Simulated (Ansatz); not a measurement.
Ga6N7H24²⁺, a cluster cut from zinc blende GaN (hydrogen-capped), relaxed as a doublet with UKS PBE-D4/def2-SVP in Ansatz, starting from the PBE-D4/def2-SVP geometry of the charge +1 singlet. Force threshold 0.03 eV/Å.

Single mean-field runs in def2-SVP are fitted with def2-universal-jkfit. The gap within one spin of the relaxed charge 2 doublet nearly closes, so an electron or hole may be smeared out by delocalisation error.

Start:

Cartesian coordinates in Å:
```
Ga 3.489 0.758 1.600
Ga -3.212 -0.956 2.019
Ga 0.186 -0.286 1.791
Ga -0.062 -0.191 -1.807
Ga 3.232 0.914 -2.018
Ga -3.472 -0.854 -1.601
N 1.458 1.228 1.704
N 3.756 0.012 -0.273
N -1.657 0.430 1.895
N -3.293 -1.819 0.180
N 1.198 1.336 -1.814
N -1.902 0.520 -1.626
N 0.284 -1.106 -0.046
H 4.212 2.152 1.624
H 3.599 -0.454 2.601
H -4.507 -0.075 2.147
H -2.620 -2.029 3.009
H 0.516 -1.305 2.925
H 0.115 -1.147 -3.026
H 3.923 2.325 -2.007
H 3.228 -0.199 -3.133
H -4.762 0.035 -1.490
H -3.040 -1.869 -2.726
H 1.420 1.701 2.623
H 1.218 1.977 1.040
H 4.789 0.042 -0.345
H 3.565 -1.002 -0.304
H -1.743 0.894 2.815
H -1.884 1.180 1.227
H -2.639 -2.614 0.110
H -4.211 -2.296 0.232
H 1.041 2.045 -1.085
H 1.026 1.853 -2.693
H -2.031 1.239 -0.900
H -2.109 1.026 -2.504
H 1.223 -1.530 -0.121
H -0.333 -1.933 -0.026
```

Question: Estimate the energy that the relaxation releases and the steps that it takes.

Answer: 17.8 kJ/mol, in 13 steps; 38 s on 2 threads of AMD EPYC 7R13 on a shared host and a share (18 GiB) of an NVIDIA H100 80GB HBM3. The force fell under the threshold at step 6, but the optimiser went on and released 0.032 eV more. No frequencies were taken in this run, so the end may be a saddle point.

Question: Does the start keep its bonding?

Answer: By distances, no bond broke or formed. The bond that changes most is Ga2–H17, from 1.58 to 1.59 Å (atoms count from 1).

Question: Predict the relaxed structure.

Answer: 
Cartesian coordinates in Å:
```
Ga 3.528 0.892 1.478
Ga -3.333 -0.816 1.900
Ga 0.218 -0.405 1.811
Ga -0.032 -0.319 -1.849
Ga 3.272 1.099 -1.863
Ga -3.574 -0.752 -1.449
N 1.491 1.127 1.762
N 3.712 -0.085 -0.283
N -1.621 0.349 1.951
N -3.207 -1.883 0.186
N 1.205 1.243 -1.898
N -1.881 0.412 -1.712
N 0.303 -1.180 -0.052
H 4.105 2.353 1.283
H 4.009 -0.097 2.632
H -4.537 0.202 1.744
H -3.191 -1.836 3.117
H 0.549 -1.470 2.899
H 0.169 -1.326 -3.020
H 3.788 2.557 -1.517
H 3.672 0.308 -3.189
H -4.730 0.264 -1.075
H -3.628 -1.725 -2.710
H 1.482 1.523 2.720
H 1.169 1.918 1.183
H 4.733 -0.246 -0.370
H 3.332 -1.042 -0.316
H -1.687 0.731 2.912
H -1.775 1.182 1.361
H -2.414 -2.538 0.118
H -4.022 -2.523 0.233
H 0.927 2.006 -1.262
H 1.069 1.663 -2.835
H -1.954 1.231 -1.088
H -2.082 0.815 -2.646
H 1.237 -1.616 -0.125
H -0.304 -2.016 -0.032
```
Bond lengths (bridged metal pairs left out): 14 × Ga–N 1.99 to 2.07 Å; 14 × H–N 1.03 to 1.04 Å; 10 × Ga–H 1.56 to 1.59 Å.
